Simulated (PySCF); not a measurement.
Working out the excitation energy of Ga

Ga [Ar] 3d10 4s2 4p1 (2P) → Ga [Ar] 3d10 4s2 4d1 (2D). Calculation: PySCF 2.14, in aug-cc-pwCVDZ-PP with ECP10MDF (6s5p4d1f, 48 functions); a scalar-relativistic core potential. Frozen: nothing. Energies in hartree (1 hartree = 27.21139 eV):

```
             part   Ga (lower)   Ga (upper)
              UHF  -258.291442  -258.108379
MP2 opposite-spin    -0.272232    -0.271470
    MP2 same-spin    -0.135453    -0.132674
```

Task: What does Hartree-Fock give?

Result: (-258.108379) − (-258.291442) = 0.183063 hartree = 4.981 eV.

Task: What do MP2 and SCS-MP2 (6/5 opposite-spin, 1/3 same-spin) give?

Result: The opposite-spin parts differ by 0.021 eV and the same-spin parts by 0.076 eV. MP2: 4.981 + (0.021) + (0.076) = 5.078 eV. SCS-MP2: 4.981 + 1.2 × (0.021) + (0.076)/3 = 5.032 eV.

Measured between the centres of the two terms (NIST): 4.245 eV, so MP2 (valence and next inner shell) is off by 0.833 eV.

A double-zeta basis recovers only part of the correlation energy.

What remains against the reference includes basis incompleteness and correlation beyond second order.
